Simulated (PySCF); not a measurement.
C₂H₉BO₂Si, SMILES OB(O)CC[SiH3] (GFN2-xTB optimised geometry):

```
15

O      2.256    -1.796    -1.134
B      1.760    -1.277     0.006
O      1.745    -2.074     1.112
C      1.182     0.217     0.000
C     -0.357     0.217     0.000
Si    -1.093     1.969     0.000
H      2.556    -2.703    -1.054
H      1.386    -1.686     1.908
H      1.532     0.774     0.873
H      1.533     0.754    -0.881
H     -0.719    -0.339     0.869
H     -0.705    -0.332    -0.877
H     -0.631     2.703    -1.179
H     -0.661     2.675     1.211
H     -2.556     1.881    -0.010
```

Computed with PBE0/def2-TZVP (PySCF).

Q: What are the frontier orbital energies and the dipole moment?

A: HOMO-2 -9.41 eV, HOMO-1 -9.27 eV, HOMO -7.97 eV, LUMO 0.34 eV, LUMO+1 0.91 eV; dipole moment 1.44 D.

Meta-Löwdin charges at PBE0/def2-TZVP: O1 -0.52, B2 0.46, O3 -0.54, C4 -0.34, C5 -0.42, Si6 0.48, H7 0.35, H8 0.36, H9 0.11, H10 0.12, H11 0.11, H12 0.12, H13 -0.09, H14 -0.10, H15 -0.10.
